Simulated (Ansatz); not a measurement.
**A ladder of methods for SnH3F (SMILES [F][SnH3])**

The species is SnH3F (5 atoms), meant as a singlet with charge 0. SMILES: `[F][SnH3]`. Geometry: relaxed at PBE0-D4/def2-TZVP.

Each level gives the electronic atomisation energy (eV). The values are calculated. Electronic energies at fixed atoms, without zero-point motion or spin-orbit coupling.

| level | kind | program | value (eV) | less FCI/STO-3G | CPU time (all runs) |
| --- | --- | --- | --- | --- | --- |
| HF/STO-3G | Hartree–Fock | Ansatz | 13.05 | -1.82 | 0.61 s |
| PBE/STO-3G | GGA | Ansatz | 17.93 | +3.06 | 3.3 s |
| PBE0/STO-3G | global hybrid | Ansatz | 17.18 | +2.31 | 2.8 s |
| wB97X/STO-3G | range-separated hybrid | Ansatz | 17.34 | +2.47 | 12 s |
| B2PLYP/STO-3G | double hybrid | Ansatz | 16.56 | +1.69 | 3.7 s |
| CCSD(T)/STO-3G | coupled cluster or CI | Ansatz | 14.85 | -0.02 | 0.82 s |
| CCSDT(Q)/STO-3G | coupled cluster or CI | Ansatz | 14.87 | 0.00 | 1.4 s |
| FCI/STO-3G | exact in the basis | Ansatz | 14.87 | 0.00 | 11 s |

FCI/STO-3G is exact within its basis and frozen core, so for wave-function methods in that basis the difference is their error; functionals converge differently with the basis, so for them it is only a difference. All-electron rows without a relativistic Hamiltonian named are non-relativistic. The values span 13.05 to 17.93 eV. All rows use very small basis sets, so none should be taken for the real molecule's value. In the correlated wave-function rows the outer d shell of Sn is correlated, in sets not made for it. In so small a basis fixed costs decide the times, and correlated methods can beat functionals. CPU times are rough (shared hosts, several kinds of processor and program).
